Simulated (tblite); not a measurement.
C4H13GeNSi.
Atom-mapped SMILES: `[CH2:1]=[C:2]([CH2:3][CH3:4])[N:5]([SiH3:6])[GeH3:7]` (hydrogens: H8, H9 on C1; H10, H11 on C3; H12, H13, H14 on C4; H15, H16, H17 on Si6; H18, H19, H20 on Ge7)

Computed with GFN2-xTB (tblite), gas phase: L-BFGS steps from a force-field or distance-geometry start until the largest atomic force falls under 0.01 eV/Å.

Step 26: E = -592.5823 eV
```
atom  x, y, z in Å  |  force x, y, z in eV/Å
C1     -0.0605    0.1488    2.0840   -0.018  -0.029  -0.082
C2      0.1619   -0.2024    0.8186    0.109   0.042  -0.062
C3      1.5203   -0.6535    0.3510    0.031   0.035  -0.010
C4      2.1470    0.3836   -0.5874   -0.043  -0.058   0.043
N5     -0.8187   -0.0761   -0.1771   -0.029   0.033   0.137
Si6    -1.0515   -1.3228   -1.3694    0.005   0.028   0.039
Ge7    -1.9421    1.3711   -0.0090   -0.106  -0.081   0.139
H8     -1.0382    0.4692    2.4101    0.022  -0.004   0.012
H9      0.6956    0.0783    2.8479    0.017  -0.004  -0.126
H10     2.1631   -0.8037    1.2215   -0.025   0.033  -0.038
H11     1.4438   -1.6012   -0.1864   -0.051  -0.047   0.056
H12     3.1957    0.1478   -0.7554    0.002   0.034  -0.003
H13     1.6385    0.3848   -1.5497   -0.013   0.037   0.059
H14     2.0706    1.3815   -0.1577    0.045  -0.041   0.016
H15    -1.0440   -2.6182   -0.6867    0.014  -0.032   0.010
H16    -2.3594   -1.0620   -1.9695    0.030   0.003  -0.011
H17    -0.0009   -1.2875   -2.3994   -0.041   0.018   0.020
H18    -1.0901    2.5753    0.2275    0.066   0.021  -0.029
H19    -2.7361    1.4414   -1.2686    0.006   0.054  -0.085
H20    -2.9003    1.2565    1.1525   -0.021  -0.040  -0.085
```

Step 27: E = -592.5864 eV
```
atom  x, y, z in Å  |  force x, y, z in eV/Å
C1     -0.0595    0.1544    2.0826   -0.004  -0.004  -0.095
C2      0.1601   -0.1999    0.8168    0.111   0.001  -0.030
C3      1.5192   -0.6559    0.3510    0.012   0.049   0.006
C4      2.1452    0.3854   -0.5843   -0.070  -0.086   0.033
N5     -0.8228   -0.0792   -0.1784    0.001   0.016   0.156
Si6    -1.0519   -1.3296   -1.3699    0.017   0.059   0.029
Ge7    -1.9430    1.3717   -0.0049   -0.049  -0.101   0.062
H8     -1.0340    0.4821    2.4141    0.041  -0.025  -0.011
H9      0.7020    0.0905    2.8428   -0.004  -0.013  -0.142
H10     2.1628   -0.8046    1.2221   -0.047   0.027  -0.051
H11     1.4397   -1.6069   -0.1835   -0.032   0.020   0.060
H12     3.1906    0.1432   -0.7684   -0.028   0.059   0.021
H13     1.6237    0.3960   -1.5394   -0.006   0.040   0.039
H14     2.0741    1.3816   -0.1464    0.076  -0.090   0.006
H15    -1.0413   -2.6288   -0.6914    0.014   0.001   0.005
H16    -2.3580   -1.0696   -1.9761    0.033   0.002   0.007
H17    -0.0025   -1.2883   -2.4036   -0.054   0.012   0.048
H18    -1.0842    2.5699    0.2413    0.052   0.011  -0.020
H19    -2.7209    1.4544   -1.2744   -0.007   0.052  -0.071
H20    -2.9046    1.2442    1.1469   -0.055  -0.031  -0.052
```

Step 28: E = -592.5902 eV
```
atom  x, y, z in Å  |  force x, y, z in eV/Å
C1     -0.0586    0.1604    2.0796    0.020   0.024  -0.073
C2      0.1601   -0.1974    0.8146    0.065  -0.031   0.009
C3      1.5184   -0.6580    0.3509   -0.009   0.036   0.015
C4      2.1425    0.3859   -0.5810   -0.063  -0.075   0.003
N5     -0.8265   -0.0825   -0.1770    0.016  -0.014   0.118
Si6    -1.0518   -1.3348   -1.3693    0.020   0.069   0.027
Ge7    -1.9445    1.3703    0.0002    0.020  -0.070  -0.046
H8     -1.0296    0.4946    2.4166    0.050  -0.042  -0.037
H9      0.7075    0.1029    2.8355   -0.001  -0.019  -0.127
H10     2.1619   -0.8055    1.2217   -0.044   0.018  -0.035
H11     1.4352   -1.6120   -0.1800   -0.014   0.066   0.052
H12     3.1848    0.1400   -0.7811   -0.050   0.067   0.036
H13     1.6084    0.4080   -1.5284   -0.003   0.035   0.011
H14     2.0788    1.3797   -0.1352    0.094  -0.114   0.006
H15    -1.0381   -2.6387   -0.6960    0.012   0.039  -0.002
H16    -2.3558   -1.0766   -1.9817    0.032   0.003   0.025
H17    -0.0048   -1.2890   -2.4067   -0.054   0.010   0.067
H18    -1.0770    2.5640    0.2549    0.017  -0.021  -0.013
H19    -2.7059    1.4678   -1.2810   -0.005   0.044  -0.033
H20    -2.9102    1.2318    1.1404   -0.101  -0.025  -0.003
```

Step 29: E = -592.5936 eV
```
atom  x, y, z in Å  |  force x, y, z in eV/Å
C1     -0.0576    0.1671    2.0757    0.043   0.045  -0.030
C2      0.1615   -0.1961    0.8130   -0.002  -0.043   0.037
C3      1.5175   -0.6597    0.3509   -0.023   0.006   0.015
C4      2.1386    0.3851   -0.5783   -0.031  -0.035  -0.031
N5     -0.8291   -0.0865   -0.1736    0.012  -0.043   0.044
Si6    -1.0509   -1.3380   -1.3680    0.012   0.055   0.029
Ge7    -1.9450    1.3672    0.0043    0.063  -0.017  -0.122
H8     -1.0256    0.5060    2.4164    0.040  -0.050  -0.054
H9      0.7112    0.1148    2.8274    0.026  -0.023  -0.083
H10     2.1607   -0.8069    1.2203   -0.021   0.010   0.002
H11     1.4308   -1.6152   -0.1767   -0.002   0.074   0.032
H12     3.1780    0.1383   -0.7926   -0.055   0.053   0.039
H13     1.5934    0.4199   -1.5182   -0.006   0.025  -0.018
H14     2.0847    1.3757   -0.1245    0.093  -0.103   0.017
H15    -1.0345   -2.6466   -0.7004    0.011   0.071  -0.006
H16    -2.3530   -1.0820   -1.9854    0.025   0.007   0.038
H17    -0.0075   -1.2897   -2.4083   -0.039   0.013   0.070
H18    -1.0693    2.5571    0.2682   -0.022  -0.057  -0.009
H19    -2.6921    1.4802   -1.2872    0.003   0.033   0.006
H20    -2.9171    1.2202    1.1341   -0.127  -0.020   0.024
```

Task: Estimate the geometry and energy of step 30. (The exact step hangs on the optimiser's Hessian estimate; all steps are aligned on step 29, rigid shifts and turns removed.)

Result: E = -592.5967 eV, largest force 0.146 eV/Å
```
atom  x, y, z in Å  |  force x, y, z in eV/Å
C1     -0.0563    0.1752    2.0713    0.058   0.053   0.016
C2      0.1629   -0.1962    0.8123   -0.061  -0.039   0.047
C3      1.5163   -0.6614    0.3511   -0.024  -0.022   0.010
C4      2.1337    0.3836   -0.5764    0.004   0.012  -0.053
N5     -0.8307   -0.0914   -0.1693   -0.005  -0.054  -0.029
Si6    -1.0494   -1.3400   -1.3663   -0.003   0.025   0.026
Ge7    -1.9439    1.3634    0.0064    0.059   0.028  -0.131
H8     -1.0220    0.5167    2.4136    0.016  -0.048  -0.057
H9      0.7141    0.1269    2.8192    0.067  -0.022  -0.024
H10     2.1595   -0.8089    1.2187    0.007   0.005   0.040
H11     1.4268   -1.6167   -0.1740    0.004   0.047   0.002
H12     3.1700    0.1376   -0.8035   -0.043   0.021   0.028
H13     1.5780    0.4320   -1.5088   -0.008   0.013  -0.038
H14     2.0921    1.3697   -0.1138    0.079  -0.065   0.031
H15    -1.0304   -2.6525   -0.7049    0.009   0.085  -0.003
H16    -2.3497   -1.0865   -1.9873    0.010   0.013   0.045
H17    -0.0102   -1.2905   -2.4086   -0.011   0.018   0.056
H18    -1.0614    2.5486    0.2820   -0.050  -0.080  -0.007
H19    -2.6786    1.4922   -1.2928    0.009   0.020   0.028
H20    -2.9260    1.2089    1.1281   -0.116  -0.011   0.010
```

The energy changes by -0.0031 eV. The first-order estimate −F·Δx gives -0.0043 eV and the mean of the old and new forces, exact on a quadratic surface, -0.0031 eV. The step makes an angle of 76° with the force vector and moves no atom by more than 0.022 Å.

What follows is the cost of the whole relaxation. Time: 1.6 s. Hardware: one thread of an Arm Neoverse N1, shared host with 64 logical CPUs at a one-minute load of 58.
